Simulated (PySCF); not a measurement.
Compound: C5H4FS (charge +1).
SMILES with atom numbers: `[F:1][c:2]1[cH:3][cH:4][s+:5][cH:6][cH:7]1` (hydrogens: H8 on C3; H9 on C4; H10 on C6; H11 on C7)

Structure used (GFN2-xTB), in Å, numbered top down from 1:
```xyz
11
C5H4FS angstrom
F     -0.098    2.418   -0.182
C     -0.045    1.112   -0.085
C     -1.250    0.409    0.017
C     -1.285   -0.955    0.120
S      0.080   -1.960    0.143
C      1.360   -0.855    0.009
C      1.213    0.502   -0.089
H     -2.172    0.976    0.012
H     -2.229   -1.477    0.197
H      2.343   -1.305    0.006
H      2.087    1.136   -0.173
```

Level of theory: TDDFT wB97X-D/def2-SVPD, vertical, gas phase, core orbitals frozen in the response in PySCF.

Ground-to-excited transition dipoles (e·a0, same axes as the geometry; the sign carries no meaning), for the states with f of 0.002 or more among the lowest 7:

```
state  E (eV)      μx      μy      μz
   S1   5.161  -0.515  -0.019   0.021
   S2   5.410   0.040  -0.990   0.073
   S4   6.540  -0.006   0.013   0.191
   S5   6.551  -1.226  -0.046   0.050
   S6   7.201  -0.067   1.633  -0.121
   S7   7.659  -0.005  -0.008  -0.143
```

Q: What oscillator strength does each state have?

A: f = (2/3) ΔE |μ|² with ΔE in hartree (27.2114 eV).

| state | \|μ\|² (au) | \|μ\| (D) | f |
| --- | --- | --- | --- |
| S1 | 0.266 | 1.31 | 0.034 |
| S2 | 0.987 | 2.53 | 0.131 |
| S4 | 0.037 | 0.49 | 0.006 |
| S5 | 1.507 | 3.12 | 0.242 |
| S6 | 2.686 | 4.17 | 0.474 |
| S7 | 0.021 | 0.37 | 0.004 |

Q: Label these states by symmetry in C2v.

A: Polarised along the twofold axis, so A1: S2 and S6. Polarised across the twofold axis, so B1 or B2: S1, S4, S5 and S7. Which of B1 and B2 hangs on the choice of axes; S1 and S5 take one label and S4 and S7 the other.

Q: All atoms lie in one plane. Which transitions are polarised in it and which across it?

A: In the plane: S1, S2, S5 and S6. Perpendicular: S4 and S7. In-plane polarisation joins two orbitals of the same parity under reflection in the plane (π with π, or σ with σ, in-plane lone pairs counted as σ); perpendicular polarisation joins orbitals of opposite parity.

Q: What angle do the transition dipoles of S1 and S6 make?

A: |cos θ| = |μa·μb| / (|μa| |μb|) = 0.00, so θ ≈ 90° (taken between 0 and 90°, since the signs are arbitrary).

Q: What peak molar absorption coefficient would the strongest computed level give as a lone Gaussian band 0.4 eV wide at half height?

A: ε(max) = 2.175×10⁸ f / FWHM, with the width in cm⁻¹. S6: 2.175×10⁸ × 0.4738 / 3226 ≈ 32000 L mol⁻¹ cm⁻¹.

Time: 28 s wall. Hardware: one thread, Arm Neoverse V1, no GPU (shared host).
